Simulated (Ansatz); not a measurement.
Gas-phase electronic energies from Ansatz, PBE0-D4/def2-TZVP geometries. CCSD(T)/CBS is the MP2 limit (def2-TZVPP, def2-QZVPP) plus CCSD(T) − MP2 in def2-TZVPP, frozen cores. This one scheme is used for every species. DFT in def2-TZVPP. B3LYP here is the variant with VWN-RPA as its local correlation; programs differ in this. For Ga outer-core shells are correlated without core-valence functions, which leaves a few kJ/mol of doubt a bond. Scalar relativity is left out up to krypton. One conformer a species, not always the lowest.

Reaction (adduct formation): CH₃OH + `[F][Ga]([F])[F]` → `C[OH+][Ga-]([F])([F])[F]`

```csv
level,ΔE (eV)
PBE-D4,-1.21
B3LYP-D4,-1.31
revPBE,-0.94
r2SCAN0,-1.40
MP2/def2-SVP,-1.52
SCS-MP2/def2-TZVPP,-1.31
CCSD(T)/def2-TZVPP,-1.36
SCS-MP2/def2-QZVPP,-1.31
```

**Question.** What does CCSD(T)/CBS give? (Estimate.)

**Answer.** Computed: -1.39 eV. The listed levels differ from it by 0.18, 0.08, 0.45, -0.01, -0.13, 0.08, 0.03, 0.08 eV.

**Question.** What do rigid-rotor, harmonic-oscillator terms from PBE0-D4/def2-TZVP frequencies (298.15 K, 1 bar) make of the CCSD(T)/CBS value? (An estimate is asked.)

**Answer.** The calculation gave: ΔZPE = +0.08 eV, ΔH = -1.31 eV, ΔS = -132 J/(mol·K), ΔG = -0.90 eV. Modes under 50 cm⁻¹ make the entropy rough.

Largest T1 diagnostic among the species: 0.015.

From r2SCAN to r2SCAN0 (25 % exact exchange), in def2-TZVPP and without D4, ΔE moves by −0.05 eV. In def2-TZVPP, CCSD(T) changes the Hartree–Fock value by −0.10 eV (the triples alone add −0.01 eV) and MP2 by −0.08 eV.
